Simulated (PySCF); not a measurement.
C4H9FSi, SMILES C/C=C(\F)[SiH2]C. The structure is a stationary point at ωB97X-D3(BJ)/def2-SVP. The structure was generated by enumeration; whether it is a known compound was not checked. One conformer was computed; it need not be the lowest.

### Question
Give the equilibrium geometry at ωB97X-D3(BJ)/def2-SVP (PySCF confirms it by a frequency run) as bond lengths and angles. (Estimate from the structure and the level; the computed values follow.)

### Answer
This is not unique; one that fits is 
Atoms: C1 C2 C3 F4 Si5 C6 H7 H8 H9 H10 H11 H12 H13 H14 H15. Bond lengths (Å): C1–C2 1.501, C1–H7 1.103, C1–H8 1.098, C1–H9 1.103, C2–C3 1.336, C2–H10 1.095, C3–F4 1.365, C3–Si5 1.884, Si5–C6 1.876, Si5–H11 1.493, Si5–H12 1.492, C6–H13 1.101, C6–H14 1.101, C6–H15 1.102. Bond angles (°): C2–C1–H7 110.8, C2–C1–H8 111.0, C2–C1–H9 110.8, H7–C1–H8 108.6, H7–C1–H9 107.0, H8–C1–H9 108.6, C1–C2–C3 125.2, C1–C2–H10 118.4, C3–C2–H10 116.4, C2–C3–F4 119.2, C2–C3–Si5 127.7, F4–C3–Si5 113.1, C3–Si5–C6 109.4, C3–Si5–H11 109.0, C3–Si5–H12 107.2, C6–Si5–H11 110.0, C6–Si5–H12 112.1, H11–Si5–H12 109.1, Si5–C6–H13 110.7, Si5–C6–H14 111.5, Si5–C6–H15 109.7, H13–C6–H14 108.5, H13–C6–H15 108.1, H14–C6–H15 108.3.
Charge 0, spin multiplicity 1.
